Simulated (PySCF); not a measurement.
A PySCF script (with the pyscf-properties extension) for the NMR shieldings of `C[SiH2]COC(F)(F)CF`, C4H9F3OSi, on a GFN2-xTB geometry:

```python
import basis_set_exchange as bse
import numpy as np
from pyscf import gto, dft
from pyscf.prop import nmr

atoms = """
C     2.533303    0.247121    1.018932
Si    2.085935   -0.234166   -0.759082
C     0.313636   -0.953779   -0.754667
O    -0.544698    0.128567   -0.323726
C    -1.848107   -0.158564   -0.250843
F    -2.344825   -0.582173   -1.451315
F    -2.089895   -1.211082    0.588502
C    -2.607660    1.082715    0.228136
F    -3.943807    0.840104    0.289874
H     1.828991    0.974059    1.415198
H     2.520356   -0.615668    1.680488
H     3.525920    0.684521    1.070368
H     2.972484   -1.287501   -1.268564
H     2.088970    0.928712   -1.649743
H     0.199477   -1.793135   -0.065039
H    -0.004219   -1.287909   -1.744228
H    -2.258263    1.346021    1.230435
H    -2.436356    1.898474   -0.479712
"""
names = dict.fromkeys(["C", "Si", "O", "F", "H"], "pcSseg-1")
basis = {el: gto.basis.parse(bse.get_basis(n, elements=[el], fmt="nwchem")) for el, n in names.items()}
mol = gto.M(atom=atoms, basis=basis, charge=0, verbose=0)
mf = dft.RKS(mol, xc="PBE0")
mf.grids.level = 2
mf.grids.alignment = dft.numint.BLKSIZE   # the property module wants whole blocks of grid points
mf.conv_tol = 1e-9
mf.kernel()

calc = nmr.RKS(mf)   # GIAO
C = mf.mo_coeff
Co = C[:, mf.mo_occ > 0]
resp = mf.gen_response(singlet=True, hermi=2)
def vind(x):   # induced exchange potential for any number of trial vectors
    d = np.einsum("pi,xij,qj->xpq", C, 2 * x.reshape(-1, C.shape[1], Co.shape[1]), Co, optimize=True)
    return np.einsum("xpq,pi,qj->xij", resp(d - d.transpose(0, 2, 1)), C, Co, optimize=True).ravel()
mo1, _ = nmr.rhf.solve_mo1(calc, with_cphf=vind)
sigma = calc.kernel(mo1)
for i, s in enumerate(sigma):   # ppm
    print("%2d %-2s %9.2f" % (i, mol.atom_pure_symbol(i), np.trace(s) / 3))
```

Q: What does it print?

A: 
```
 0 C     195.32
 1 Si    392.35
 2 C     133.59
 3 O     249.02
 4 C      57.33
 5 F     281.74
 6 F     280.84
 7 C     100.85
 8 F     438.43
 9 H      31.18
10 H      31.51
11 H      31.53
12 H      27.49
13 H      27.41
14 H      27.77
15 H      27.66
16 H      27.02
17 H      27.01
```

These numbers come from an equivalent density-fitted implementation of the same equations, which agrees with the script to about 0.01 ppm for H and up to a few tenths of a ppm for heavy atoms, so last digits may differ.

Q: Turn these shieldings into chemical shifts. References, each an isolated molecule treated in the same way: ¹³C (σref 186.93), ²⁹Si (σref 349.16), ¹H (σref 31.72) against TMS; ¹⁷O (σref 336.08) against H2O; CFCl3 for ¹⁹F (σref 170.95).

A: Averaging equivalent atoms: C 4: 129.6; C 7: 86.1; C 2: 53.3; C 0: -8.4; Si 1: -43.2; O 3: 87.1; F 5/6: -110.3; F 8: -267.5; H 16/17: 4.70; H 12/13: 4.27; H 14/15: 4.00; H 9/10/11: 0.31 ppm. Unscaled 19F shifts against computed CFCl3 carry errors that often reach 10 to 50 ppm. Experimental scales use liquid or dissolved standards, which lie at an offset from isolated H2O (liquid H2O: subtract about 36 ppm).

Size and cost of the density-fitted run: 205 basis functions, 37 s wall time on 1 thread of an Arm Neoverse V2, shared host; peak memory 0.91 GiB.
